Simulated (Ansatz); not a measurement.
System: sum formula BNH2Cl (charge 0, doublet). It need not be the lowest isomer of its formula. 
Structure (B3LYP-D3(BJ)/def2-TZVP (Ansatz, a program for electronic structure) minimum search):
```
N
H 1 1.0062
H 1 1.0119 2 114.13
B 1 1.3777 2 122.40 3 -180.00
Cl 4 1.7548 1 124.58 2 180.00
```
Charge 0, spin multiplicity 2.

Parts of the frozen-core correlation energy in cc-pwCVTZ (Ansatz, hartree). Frozen orbitals: 7; correlated occupied orbitals by spin: 9 and 8; virtual: 157 and 158. UHF or UKS for open shells. Spin-orbit coupling is left out. No relativistic terms.

```json
[
 {"term": "reference (HF)", "value": "-539.88125"},
 {"term": "MP2 opposite-spin", "value": "-0.36327"},
 {"term": "MP2 same-spin", "value": "-0.12048"},
 {"term": "CCSD correlation", "value": "-0.51067"},
 {"term": "(T)", "value": "-0.02192"},
 {"term": "T1 diagnostic", "value": "0.014"},
 {"term": "largest doubles amplitude", "value": "0.035"},
 {"term": "<S^2> of the reference", "value": "0.757"}
]
```
